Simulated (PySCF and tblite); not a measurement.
Values are calculated unless marked as measured or tabulated.
5 regioisomers of C₈H₁₀O₂:

```tsv
isomer	SMILES
A	[CH3:1][CH:2]([CH3:3])[c:4]1[cH:5][o:6][c:7]([CH:8]=[O:9])[cH:10]1
B	[CH3:1][CH:2]([CH3:3])[c:4]1[cH:5][o:6][cH:7][c:8]1[CH:9]=[O:10]
C	[CH3:1][CH:2]([CH3:3])[c:4]1[cH:5][c:6]([CH:7]=[O:8])[cH:9][o:10]1
D	[CH3:1][CH:2]([CH3:3])[c:4]1[cH:5][cH:6][c:7]([CH:8]=[O:9])[o:10]1
E	[CH3:1][CH:2]([CH3:3])[c:4]1[cH:5][cH:6][o:7][c:8]1[CH:9]=[O:10]
```

Protocol: conformer search, at most 4 conformers an isomer, GFN2-xTB geometries, energies PBE0/def2-SVP (D3(BJ) added where defined), weights at 298.15 K with GFN2-xTB thermal terms. Programs: PySCF with density fitting and tblite.

(1) Rank the isomers by free energy at 298.15 K.

At least one structure keeps an imaginary mode at the tight-binding level.

Results:

(1) 
| isomer | ΔG (kcal/mol) | ΔE, lowest conformer | conformers | largest weight % | rms dipole (D) |
| --- | --- | --- | --- | --- | --- |
| D | 0.0 | 0.0 | 4 | 61 | 4.35 |
| E | 0.8 | 1.1 | 2 | 91 | 3.35 |
| C | 1.6 | 1.6 | 4 | 67 | 3.38 |
| A | 3.0 | 2.9 | 4 | 69 | 4.00 |
| B | 3.0 | 2.9 | 4 | 77 | 2.35 |
